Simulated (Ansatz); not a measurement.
Total energies of SnO₂⁻ from Ansatz at PBE0-D4/def2-TZVPD, gas phase (1 Eh = 27.2114 eV = 2625.5 kJ/mol). The reference geometry is relaxed at r2SCAN-D4/def2-TZVPD.

```
atom   x (Å)   y (Å)   z (Å)
 Sn1   0.199   0.035   0.534
  O2  -0.124   1.677  -0.369
  O3  -0.075  -1.712  -0.165
```

```tsv
state	geometry	energy (Eh)
charge -1 doublet	reference	-364.66972
charge 0 singlet	reference	-364.54639
charge -1 quartet	relaxed at r2SCAN-D4/def2-TZVPD	-364.58278
```

In the def2 sets Sn takes a core potential; there is no spin–orbit coupling.

Question: Work out the vertical ionisation energy to the singlet.

Answer: E(charge 0 singlet) − E(charge -1 doublet) = -364.54639 − (-364.66972) = 0.12333 Eh = 3.36 eV. For comparison, −ε of the highest occupied level of the spin that leaves is 1.34 eV at this level, 2.02 eV less.

Question: Which of the charge -1 states is lowest, and how far above it are the others?

Answer: The doublet. quartet: -364.58278 − (-364.66972) = 0.08694 Eh = 228.3 kJ/mol.

The restricted singlet is unstable towards broken spin symmetry in Hartree–Fock (as tested in another run); at PBE0-D4/def2-TZVPD this wasn't settled. At PBE0-D4/def2-TZVPD the highest occupied level of the charge -1 quartet lies above zero (up to 0.97 eV). It is a level of α spin, whose loss leaves a triplet; that state wasn't run at this geometry and level. The electron is either unbound and held by the finite basis, or the level is raised by self-interaction error. 

The structure comes from a short search, and lower isomers may exist.
